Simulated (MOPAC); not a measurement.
MOPAC input (PM6):

```
PM6 PRECISE GNORM=0.05 LET XYZ GEO-OK AUX(PRECISION=9) THREADS=1
CuF

Cu   -0.00000000 1   -0.00000000 1   -0.41954120 1
F     0.00000000 1    0.00000000 1    1.35185499 1
```

From the output:

```
                                                       MOPAC v23.2.5 Linux

          FINAL HEAT OF FORMATION =          8.10364 KCAL/MOL =      33.90562 KJ/MOL

          COSMO AREA              =         52.71 SQUARE ANGSTROMS
          COSMO VOLUME            =         33.81 CUBIC ANGSTROMS

          GRADIENT NORM           =          0.00094          =       0.00066 PER ATOM
          IONIZATION POTENTIAL    =          9.127038 EV
          HOMO LUMO ENERGIES (EV) =         -9.127  0.813
          NO. OF FILLED LEVELS    =          9
          MOLECULAR WEIGHT        =         82.5444         POINT GROUP:  C*v

          MOLECULAR DIMENSIONS (Angstroms)

            Atom       Atom       Distance
            F     2   Cu     1     1.65946
            F     2   Cu     1     0.00000
           Cu     1    F     2     0.00000

          SCF CALCULATIONS        =          7

   ATOM   CHEMICAL          X               Y               Z
  NUMBER   SYMBOL      (ANGSTROMS)     (ANGSTROMS)     (ANGSTROMS)

     1      Cu          0.00000000  *   0.00000000  *  -0.36357077  *
     2       F          0.00000000  *   0.00000000  *   1.29588456  *

                             CARTESIAN COORDINATES

   1   Cu        0.000000000     0.000000000    -0.363570766
   2    F        0.000000000     0.000000000     1.295884556

           Empirical Formula: Cu F  =     2 atoms

      MOLECULAR POINT GROUP   :   C*v

                  EIGENVALUES
 -37.66993 -14.84831 -14.27127 -14.27127 -11.31521 -11.31521 -11.17922 -11.17922
  -9.12704   0.81341 124.97456 124.97456 124.98380

              NET ATOMIC CHARGES AND DIPOLE CONTRIBUTIONS

  ATOM NO.   TYPE          CHARGE      No. of ELECS.   s-Pop       p-Pop       d-Pop
    1         Cu           0.470408       10.5296     0.64485     0.00100     9.88374
    2          F          -0.470408        7.4704     1.97795     5.49246
 DIPOLE           X         Y         Z       TOTAL
 POINT-CHG.     0.000     0.000    -3.749     3.749
 HYBRID        -0.000    -0.000    -0.161     0.161
 SUM           -0.000    -0.000    -3.910     3.910

          ATOMIC ORBITAL ELECTRON POPULATIONS

     Atom    s        px        py        pz      x^2-y^2     xz        z^2       yz        xy
    1 Cu   0.64485   0.00006   0.00006   0.00087   2.00000   1.99997   1.88379   1.99997   2.00000
    2  F   1.97795   1.99996   1.99996   1.49254

 **********************
 *                    *
 * JOB ENDED NORMALLY *
 *                    *
 **********************

 == MOPAC DONE ==
```

The geometry given is a B3LYP-D3(BJ)/def2-TZVP minimum.
